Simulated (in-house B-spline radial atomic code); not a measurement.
The numbers below are computed, except where a source is named.
**Ghost states of the separable form: Tc**

Tc, [Kr] 4d5 5s2, non-relativistic PBE, spherical and spin-unpolarised, from a B-spline radial code for spherical atoms (atomic units; all potentials screened as in the neutral atom).

Troullier-Martins channels: 5s (ε = -0.1760, r_c = 2.518 bohr), 4d (ε = -0.2648, r_c = 1.033 bohr). In the Kleinman-Bylander form one channel serves as the local potential, and each other channel l becomes |δV u><u δV|/<u|δV|u>, with δV = V_l − V_local and u the pseudo-orbital. Its strength is E_KB = <u|δV²|u>/<u|δV|u>. By the analysis of Gonze, Stumpf and Scheffler a spurious state lies below the reference level ε if E_KB > 0 and ε is above the second level of the local potential alone, or if E_KB < 0 and ε is above its first. The table's levels are those of angular momentum l in a sphere of 9 bohr, whose wall can lift a shallow ε a little above its free-atom value.

| local | channel | <u δV u> | <u δV² u> | ε | first local level | second local level |
| --- | --- | --- | --- | --- | --- | --- |
| s | d | -2.795 | 16.303 | -0.2648 | 0.0780 | 0.3189 |
| d | s | 0.19571 | 0.6975 | -0.1750 | -10.8076 | -1.8605 |

Task: Apply the rule to each row.

Result: Local s, channel d: E_KB = -5.83, so ε = -0.2648 is set against 0.0780: no ghost. Local d, channel s: E_KB = +3.56, so ε = -0.1750 is set against -1.8605: a ghost.

Diagonalising the separable Hamiltonian gives:

| local | channel | three lowest levels | all-electron, two lowest valence levels |
| --- | --- | --- | --- |
| s | d | -0.2648, 0.1115, 0.4063 | -0.2648, 0.1092 |
| d | s | -9.5830, -0.1750, 0.1036 | -0.1750, 0.1076 |

Task: Which choices of local channel are safe?

Result: Free of ghosts: s. With d local the s channel has a ghost 9.41 hartree below ε, since the local potential binds more than one state below ε, and a repulsive term of rank one raises each level at most to the next, so it clears only one of them. Among the safe choices the second level, which tests transfer, is off by at most 2.3 millihartree (s local).
